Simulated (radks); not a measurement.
The numbers below are computed, except where a source is named.
Excited configurations of Sn I: one electron is placed in a higher orbital outside [Kr] 4d10 5s2 5p1. The ground configuration is [Kr] 4d10 5s2 5p2. Code: a radial shooting solver on a logarithmic mesh with Libxc functionals. Model: scalar-relativistic Kohn-Sham, PBE, spin-polarised, spherical densities, finite nucleus; open shells are filled with parallel spins first (spin-orbit coupling, left out, can overturn this in heavy ions); Fermi nuclear charge, rms radius 4.6519 fm. Excitation = E - E(ground); binding = E(ion) - E, where the ion is the core of charge +1; n* = 1/sqrt(2 binding) in atomic units, and the quantum defect is n - n*.

| outer orbital | excitation (eV) | binding (eV) | n* | quantum defect | eigenvalue (eV) |
|---|---|---|---|---|---|
| 4f | 6.337 | 0.972 | 3.742 | 0.258 | -0.476 |
| 5d | 5.366 | 1.943 | 2.646 | 2.354 | -0.738 |
| 5f | 6.625 | 0.684 | 4.460 | 0.540 | -0.405 |
| 6s | 4.125 | 3.184 | 2.067 | 3.933 | -1.887 |
| 6p | 5.105 | 2.204 | 2.484 | 3.516 | -1.267 |
| 6d | 6.082 | 1.227 | 3.331 | 2.669 | -0.691 |
| 6f | 6.806 | 0.503 | 5.200 | 0.800 | -0.321 |
| 7p | 6.063 | 1.246 | 3.304 | 3.696 | -0.766 |
| 7d | 6.512 | 0.797 | 4.131 | 2.869 | -0.503 |

The Delta-SCF ionisation energy is 7.309 eV (NIST Atomic Spectra Database: 7.344 eV, measured). Self-interaction in the functional shifts the binding energies and quantum defects, so they are the method's values and not measured ones. Open shells are spherical and high-spin; term and fine-structure splittings are not resolved. Spin-orbit splitting is averaged out at the scalar-relativistic level.
